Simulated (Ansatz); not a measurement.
Species: [W(Cl)6] (charge 0, multiplicity 1).

Task: Give a relaxed geometry from Ansatz (a first-principles code) with PBE-D3(BJ)/def2-SVP.

Result: the end point of this relaxation.
Cartesian coordinates (Å) in one orientation:
```xyz
7

W      0.000     0.000     0.000
Cl    -2.016     0.362     1.089
Cl    -1.017     0.459    -2.034
Cl    -0.533    -2.245    -0.240
Cl     0.533     2.245     0.240
Cl     2.016    -0.362    -1.089
Cl     1.017    -0.459     2.034
```
